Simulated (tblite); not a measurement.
Compound: B3GeH8N3O.
SMILES with atom numbers: `[GeH3:1][O:2][B:3]1[NH:4][BH:5][NH:6][BH:7][NH:8]1` (hydrogens: H9, H10, H11 on Ge1; H12 on N4; H13 on B5; H14 on N6; H15 on B7; H16 on N8)

Computed with GFN2-xTB (tblite), gas phase: L-BFGS steps from a force-field or distance-geometry start until the largest atomic force falls under 0.01 eV/Å.

Step 54: E = -620.4434 eV
```
atom  x, y, z in Å  |  force x, y, z in eV/Å
Ge1     3.1121    0.3378   -0.5873   -0.031  -0.062   0.076
O2      1.6030    0.3753    0.2040    0.017  -0.012  -0.022
B3      0.2570    0.1368    0.2122   -0.001  -0.041  -0.082
N4     -0.6649    1.0465   -0.3862    0.011  -0.038   0.036
B5     -2.0677    0.8420   -0.3791    0.082   0.052  -0.051
N6     -2.5332   -0.3324    0.2647   -0.054   0.013  -0.033
B7     -1.6788   -1.2898    0.8621    0.169  -0.026   0.031
N8     -0.2847   -1.0340    0.8226   -0.026   0.092  -0.030
H9      3.2492    1.4413   -1.6131   -0.083  -0.003   0.048
H10     3.2208   -1.0054   -1.2564    0.086  -0.011  -0.031
H11     4.1134    0.5099    0.5225   -0.068  -0.001  -0.034
H12    -0.2643    1.8545   -0.8403   -0.111   0.020   0.016
H13    -2.8001    1.6015   -0.9006    0.050  -0.050   0.060
H14    -3.5244   -0.5205    0.2863    0.017   0.081  -0.032
H15    -2.1107   -2.2592    1.3575    0.016  -0.059   0.042
H16     0.3656   -1.6954    1.2222   -0.074   0.045   0.007
```

Step 55: E = -620.4473 eV
```
atom  x, y, z in Å  |  force x, y, z in eV/Å
Ge1     3.1230    0.3384   -0.5863   -0.029  -0.060   0.061
O2      1.6053    0.3603    0.1847   -0.035  -0.028  -0.009
B3      0.2590    0.1266    0.1986   -0.066  -0.024  -0.074
N4     -0.6667    1.0388   -0.3906    0.035  -0.002  -0.013
B5     -2.0702    0.8400   -0.3817    0.074   0.033   0.043
N6     -2.5415   -0.3245    0.2766    0.062  -0.026  -0.068
B7     -1.6842   -1.2900    0.8606    0.081  -0.015   0.086
N8     -0.2902   -1.0392    0.8113    0.043   0.030  -0.012
H9      3.2548    1.4451   -1.6061   -0.077   0.013   0.019
H10     3.2627   -1.0016   -1.2566    0.075  -0.007  -0.020
H11     4.1061    0.5278    0.5342   -0.045  -0.008  -0.013
H12    -0.2678    1.8481   -0.8436   -0.103   0.024   0.002
H13    -2.8058    1.6002   -0.8943    0.055  -0.018   0.026
H14    -3.5330   -0.5023    0.3068   -0.026   0.054  -0.025
H15    -2.1183   -2.2557    1.3682    0.046  -0.010   0.000
H16     0.3592   -1.7033    1.2095   -0.090   0.046  -0.002
```

Step 56: E = -620.4502 eV
```
atom  x, y, z in Å  |  force x, y, z in eV/Å
Ge1     3.1280    0.3365   -0.5867   -0.015  -0.035   0.017
O2      1.6071    0.3474    0.1695   -0.081  -0.028   0.011
B3      0.2611    0.1195    0.1868   -0.099  -0.008  -0.036
N4     -0.6675    1.0359   -0.3887    0.045   0.040  -0.066
B5     -2.0705    0.8376   -0.3822    0.077   0.062   0.052
N6     -2.5435   -0.3221    0.2793   -0.027  -0.082  -0.048
B7     -1.6860   -1.2886    0.8613    0.047  -0.035   0.106
N8     -0.2915   -1.0417    0.8020   -0.012   0.006  -0.001
H9      3.2540    1.4462   -1.6005   -0.067   0.027  -0.006
H10     3.2915   -0.9981   -1.2565    0.067  -0.039  -0.034
H11     4.0956    0.5354    0.5391    0.005  -0.002   0.039
H12    -0.2726    1.8498   -0.8356   -0.082   0.038  -0.022
H13    -2.8078    1.5951   -0.8940    0.054   0.013   0.012
H14    -3.5384   -0.4900    0.3152    0.056   0.036  -0.022
H15    -2.1222   -2.2506    1.3782    0.070   0.022  -0.020
H16     0.3551   -1.7035    1.2040   -0.039  -0.015   0.017
```

Q: Estimate the geometry and energy of step 57. (The exact step hangs on the optimiser's Hessian estimate; all steps are aligned on step 56, rigid shifts and turns removed.)

A: E = -620.4521 eV, largest force 0.104 eV/Å
```
atom  x, y, z in Å  |  force x, y, z in eV/Å
Ge1     3.1346    0.3367   -0.5876   -0.026  -0.033   0.019
O2      1.6052    0.3334    0.1523   -0.034  -0.034  -0.004
B3      0.2593    0.1114    0.1751   -0.080  -0.002   0.001
N4     -0.6682    1.0334   -0.3891    0.004   0.034  -0.074
B5     -2.0708    0.8371   -0.3803    0.032   0.013   0.076
N6     -2.5488   -0.3193    0.2861    0.051  -0.064  -0.053
B7     -1.6892   -1.2881    0.8661   -0.041  -0.008   0.077
N8     -0.2954   -1.0455    0.7945   -0.007  -0.032   0.018
H9      3.2584    1.4493   -1.5989   -0.066   0.023  -0.007
H10     3.3244   -0.9958   -1.2584    0.053  -0.022  -0.018
H11     4.0878    0.5473    0.5491    0.003  -0.006   0.034
H12    -0.2772    1.8508   -0.8299   -0.047   0.072  -0.058
H13    -2.8060    1.5921   -0.8966    0.038   0.035   0.012
H14    -3.5450   -0.4777    0.3263    0.063   0.011  -0.016
H15    -2.1271   -2.2481    1.3873    0.085   0.040  -0.025
H16     0.3507   -1.7081    1.1954   -0.028  -0.028   0.017
```

The energy changes by -0.0019 eV. The first-order estimate −F·Δx gives -0.0029 eV and the mean of the old and new forces, exact on a quadratic surface, -0.0020 eV. The step makes an angle of 81° with the force vector and moves no atom by more than 0.033 Å.

What follows is the cost of the whole relaxation. The run took 0.7 s of wall time on one thread, Arm Neoverse V2 (aarch64), no GPU, shared host with 32 logical CPUs at a one-minute load of 8.8.
